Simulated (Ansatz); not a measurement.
Breaking the C1–Br2 bond in CH3Br (SMILES CBr) (multiplicity 1 held, fragments rigid). Energies count from the point at 1.957 Å.
Geometry at that point (charge 0, multiplicity 1):
```xyz
5

C     -1.5338    -0.0409    -0.0287
Br     0.4226     0.0113     0.0079
H     -1.8302    -0.6804    -0.8527
H     -1.8871     0.9741    -0.1726
H     -1.8698    -0.4427     0.9207
```

Signs of static correlation in cc-pVDZ, with CASSCF(6,4), from Ansatz (an electronic-structure program) runs.

```json
[
 {"R (Å)": "1.566", "T1 of restricted CCSD": "0.006", "⟨S²⟩ of UHF": "0.000", "largest double amplitude of restricted CCSD": "0.033", "weight of the CASSCF reference in MRCISD": "0.912", "CASSCF natural occupations": "2.00 2.00 1.99 0.01"},
 {"R (Å)": "1.762", "T1 of restricted CCSD": "0.006", "⟨S²⟩ of UHF": "0.000", "largest double amplitude of restricted CCSD": "0.046", "weight of the CASSCF reference in MRCISD": "0.911", "CASSCF natural occupations": "2.00 2.00 1.98 0.02"},
 {"R (Å)": "1.957", "T1 of restricted CCSD": "0.008", "⟨S²⟩ of UHF": "0.000", "largest double amplitude of restricted CCSD": "0.056", "weight of the CASSCF reference in MRCISD": "0.910", "CASSCF natural occupations": "2.00 2.00 1.97 0.04"},
 {"R (Å)": "2.153", "T1 of restricted CCSD": "0.012", "⟨S²⟩ of UHF": "0.000", "largest double amplitude of restricted CCSD": "0.105", "weight of the CASSCF reference in MRCISD": "0.909", "CASSCF natural occupations": "2.00 2.00 1.94 0.06"},
 {"R (Å)": "2.349", "T1 of restricted CCSD": "0.017", "⟨S²⟩ of UHF": "0.023", "largest double amplitude of restricted CCSD": "(withheld)", "weight of the CASSCF reference in MRCISD": "0.909", "CASSCF natural occupations": "2.00 2.00 1.91 0.09"},
 {"R (Å)": "2.643", "T1 of restricted CCSD": "0.028", "⟨S²⟩ of UHF": "(withheld)", "largest double amplitude of restricted CCSD": "0.216", "weight of the CASSCF reference in MRCISD": "0.909", "CASSCF natural occupations": "2.00 2.00 1.83 0.18"},
 {"R (Å)": "2.936", "T1 of restricted CCSD": "0.045", "⟨S²⟩ of UHF": "0.838", "largest double amplitude of restricted CCSD": "0.298", "weight of the CASSCF reference in MRCISD": "0.909", "CASSCF natural occupations": "2.00 2.00 1.70 0.31"},
 {"R (Å)": "3.425", "T1 of restricted CCSD": "0.081", "⟨S²⟩ of UHF": "0.972", "largest double amplitude of restricted CCSD": "0.484", "weight of the CASSCF reference in MRCISD": "0.910", "CASSCF natural occupations": "2.00 2.00 1.42 0.58"},
 {"R (Å)": "3.915", "T1 of restricted CCSD": "0.118", "⟨S²⟩ of UHF": "1.004", "largest double amplitude of restricted CCSD": "0.712", "weight of the CASSCF reference in MRCISD": "0.910", "CASSCF natural occupations": "2.00 2.00 1.21 0.79"},
 {"R (Å)": "4.502", "T1 of restricted CCSD": "0.147", "⟨S²⟩ of UHF": "1.012", "largest double amplitude of restricted CCSD": "0.937", "weight of the CASSCF reference in MRCISD": "0.911", "CASSCF natural occupations": "2.00 2.00 1.08 0.92"},
 {"R (Å)": "5.285", "T1 of restricted CCSD": "0.159", "⟨S²⟩ of UHF": "1.013", "largest double amplitude of restricted CCSD": "1.076", "weight of the CASSCF reference in MRCISD": "0.911", "CASSCF natural occupations": "2.00 2.00 1.02 0.98"},
 {"R (Å)": "6.264", "T1 of restricted CCSD": "0.156", "⟨S²⟩ of UHF": "1.013", "largest double amplitude of restricted CCSD": "1.102", "weight of the CASSCF reference in MRCISD": "0.911", "CASSCF natural occupations": "2.00 2.00 1.00 1.00"}
]
```

Q: Complete the blanks.

A: 
- 2.349, largest double amplitude of restricted CCSD: 0.148
- 2.643, ⟨S²⟩ of UHF: 0.598

Doubts at one or more of the structures used: active orbitals that take no part (SC-NEVPT2 on CASSCF(6,4)/cc-pVDZ); a restricted determinant that unrestricted orbitals would lower (R-CCSD(T)/cc-pVDZ); other coupled-cluster roots lie near (R-CCSD(T)/cc-pVDZ); T1 above 0.05 (R-CCSD(T)/cc-pVDZ, U-CCSD(T)/cc-pVDZ); a spin-contaminated determinant (U-CCSD(T)/cc-pVDZ); the program's own flag: other amplitudes (U-CCSD(T)/cc-pVDZ).
